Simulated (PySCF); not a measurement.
## Frontier orbitals and the lowest excitations

Compound: C5H13Si (charge +1).
Z-matrix (Å and degrees, GFN2-xTB geometry), rows numbered from 1:
```
C 
C   1  1.5203
C   2  1.5421  1  112.19
Si  3  1.8896  2  111.97  1   -56.82
C   4  1.8822  3  119.19  2   -69.44
C   4  1.8820  3  119.63  2   105.97
H   1  1.0907  2  111.27  3    64.57
H   1  1.0873  2  110.94  3   -56.53
H   1  1.0863  2  110.14  3  -175.95
H   2  1.0905  1  109.63  3  -122.67
H   2  1.0902  1  109.24  3   119.77
H   3  1.0948  2  108.42  1    65.06
H   3  1.0937  2  108.53  1  -179.57
H   5  1.0909  4  111.86  3   -28.87
H   5  1.0903  4  111.00  3    90.61
H   5  1.0899  4  112.05  3  -149.94
H   6  1.0904  4  111.64  3   -41.17
H   6  1.0898  4  112.06  3  -162.05
H   6  1.0900  4  111.14  3    78.01
```

Method used: PySCF, TDDFT PBE0/def2-SVPD, vertical, gas phase, core orbitals frozen in the response. GFN2-xTB frequencies show an imaginary mode (22i cm⁻¹), so this geometry is no minimum at that level.

Kohn–Sham orbitals with the atoms that hold most of them (Löwdin shares over 4%, at most four atoms; ? is withheld):

```csv
orbital,ε (eV),atoms
LUMO+2,-2.98,"Si4 15%, C5 13%, C6 11%, C3 10%"
LUMO+1,-4.44,"Si4 39%, C5 14%, C6 12%, C3 8%"
LUMO,?,"Si4 51%, C5 11%, C6 11%, C3 9%"
HOMO,-13.35,?
HOMO-1,-13.82,?
HOMO-2,-14.02,"C1 31%, C3 20%, C2 19%, H9 14%"
HOMO-3,-14.50,"C5 27%, Si4 19%, C6 16%, C1 6%"
```

Give the leading atoms of the HOMO.

C2 (bonded to 2 C and 2 H) 22%; C3 (bonded to C, Si and 2 H) 18%; H11 (bonded to C) 13%; Si4 (bonded to 3 C) 12%. By element: carbon 40% or more, hydrogen 13% or more, silicon 12%.

Give the leading atoms of the HOMO-1.

C2 (bonded to 2 C and 2 H) 24%; C1 (bonded to C and 3 H) 21%; H10 (bonded to C) 13%; C3 (bonded to C, Si and 2 H) 12%. By element: carbon 58% or more, hydrogen 13% or more.

What is the LUMO energy, and the HOMO–LUMO gap?

ε(LUMO) = -7.45 eV; the gap is 5.90 eV (0.2169 hartree).

How does S1 compare with the orbital gap of 5.90 eV?

S1 is at 4.49 eV (f = 0.0012), 1.41 eV below the gap, made of HOMO→LUMO (96%). Without the coupling terms of the response equations the lowest excitation would equal the gap.

Give energy, strength and leading configuration of S1, S2 and S3, and follow the Löwdin shares of the leading atoms from the occupied to the empty orbital.

- S1 (4.49 eV, f 0.0012), HOMO→LUMO (96%): C2 22% → at most 9%, C3 18% → 9%, Si4 12% → 51%, C5 at most 13% → 11%
- S2 (5.12 eV, f 0.0016), HOMO-1→LUMO (83%): C2 24% → at most 9%, C1 21% → at most 9%, Si4 at most 13% → 51%, C5 at most 13% → 11%
- S3 (5.41 eV, f 0.012), HOMO-2→LUMO (91%): C1 31% → at most 9%, C3 20% → 9%, Si4 at most 14% → 51%, C5 at most 14% → 11%

Löwdin shares depend on the basis, the more so with diffuse functions.

One conformer stands for the species.
